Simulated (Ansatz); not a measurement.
Ansatz (a program for electronic structure) input:
A basis named .json is the Basis Set Exchange file of that set.

Ansatz 0.2 input:
```yaml
crystal:
  periodic: [false, false, false]
  atoms:
    - {symbol: Si, position_ang: [0.05308967, 0.52672487, 0.03780460]}
    - {symbol: C, position_ang: [-1.63051749, -0.20937202, 0.19492714]}
    - {symbol: C, position_ang: [1.34627697, -0.80031574, -0.24846337]}
    - {symbol: H, position_ang: [0.05996575, 1.50837017, -1.07909859]}
    - {symbol: H, position_ang: [0.39016585, 1.28881597, 1.27277112]}
    - {symbol: H, position_ang: [-1.79527009, -1.26792888, 0.36578872]}
    - {symbol: H, position_ang: [-2.53776073, 0.38347365, 0.15223299]}
    - {symbol: H, position_ang: [1.35596372, -1.51621379, 0.57613884]}
    - {symbol: H, position_ang: [1.14543969, -1.34903156, -1.17057410]}
    - {symbol: H, position_ang: [2.34368359, -0.36350714, -0.32530590]}
basis:
  gaussian:
    orbitals: aug-cc-pV_Q+d_Z.json
    fitting: {mean_field: def2-universal-jkfit, correlation: aug-cc-pVQZ-RIFIT.json}
magnetization: {spin_polarized: true, initial_magnetization: 1}
correlation: {method: mp2, electrons: outside_noble_gas}
```

Which total energy does the run end on?

-369.25341 Eh (RI-MP2/aug-cc-pV(Q+d)Z). The basis has 571 functions.

It need not be the lowest isomer of its formula.
